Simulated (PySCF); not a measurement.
C8H7N.
Bonds: C1–C2 (double), C2–C3, C3–C4 (double), C3–C5, C5–C6, C6–C7 (triple), C7–C8, C8–N9 (triple). Hydrogens: H10, H11 on C1; H12 on C2; H13, H14 on C4; H15, H16 on C5.

Method: PySCF, B3LYP/def2-SV(P) geometry optimisation, gas phase; density fitting, grid level 1; the optimiser is geomeTRIC in internal coordinates, started from a GFN2-xTB structure.

Step 0: E = -9888.8408 eV
```
atom  x, y, z in Å  |  force x, y, z in eV/Å
C1     -2.0375    0.3863   -0.1321   -0.266   0.189   0.108
C2     -1.3586   -0.5992   -0.7077    0.293  -0.323  -0.105
C3     -0.0787   -1.1308   -0.2637   -0.190   0.125   0.304
C4      0.5499   -2.0794   -0.9548    0.145  -0.223  -0.104
C5      0.5263   -0.5776    1.0097   -0.067  -0.130  -0.291
C6      0.9527    0.7856    0.8217    0.083  -0.075   0.183
C7      1.3091    1.9239    0.6292    0.075   0.129   0.044
C8      1.7061    3.2113    0.4372   -0.328  -1.066   0.126
N9      2.0391    4.3000    0.2773    0.579   1.872  -0.271
H10    -1.6858    0.9123    0.7393    0.233   0.313   0.557
H11    -2.9813    0.7179   -0.5290   -0.640   0.197  -0.300
H12    -1.7612   -1.0773   -1.5917   -0.239  -0.182  -0.449
H13     0.1336   -2.4841   -1.8615   -0.331  -0.239  -0.619
H14     1.4985   -2.4849   -0.6460    0.628  -0.237   0.253
H15     1.3909   -1.1804    1.3013    0.215  -0.249   0.193
H16    -0.2107   -0.6145    1.8185   -0.192  -0.101   0.370
```

**Question.** Estimate the geometry and energy of step 1. (The exact step hangs on the optimiser's Hessian estimate; all steps are aligned on step 0, rigid shifts and turns removed.)

**Answer.** E = -9888.9564 eV, largest force 0.145 eV/Å
```
atom  x, y, z in Å  |  force x, y, z in eV/Å
C1     -2.1223    0.3367   -0.1417   -0.023   0.072   0.049
C2     -1.3915   -0.6265   -0.7263   -0.046  -0.015  -0.063
C3     -0.0908   -1.1351   -0.2773    0.044   0.030  -0.045
C4      0.5368   -2.1162   -0.9517    0.040  -0.063  -0.046
C5      0.5472   -0.5403    0.9750   -0.026  -0.080   0.118
C6      1.0083    0.8368    0.8157   -0.041  -0.027  -0.038
C7      1.3868    1.9832    0.6670    0.031   0.071  -0.020
C8      1.8014    3.2827    0.4861   -0.019  -0.033   0.015
N9      2.1445    4.3850    0.3315    0.030   0.044   0.001
H10    -1.7889    0.8684    0.7576   -0.020  -0.009  -0.014
H11    -3.0875    0.6451   -0.5602    0.023  -0.024   0.007
H12    -1.7844   -1.1028   -1.6348    0.017   0.003   0.026
H13     0.0961   -2.5515   -1.8574    0.002  -0.006   0.041
H14     1.5067   -2.5136   -0.6289   -0.023   0.021  -0.018
H15     1.4068   -1.1659    1.2787   -0.036   0.015   0.000
H16    -0.1766   -0.5770    1.8144    0.046   0.002  -0.015
```

The energy changes by -0.1156 eV. The first-order estimate −F·Δx gives -0.2304 eV and the mean of the old and new forces, exact on a quadratic surface, -0.1159 eV. The step makes an angle of 77° with the force vector and moves no atom by more than 0.146 Å.

What follows is the cost of the whole optimisation. On Arm Neoverse V1, one thread, shared host with 32 logical CPUs at a one-minute load of 25, this took 47 s and 0.59 GiB of memory at its peak.
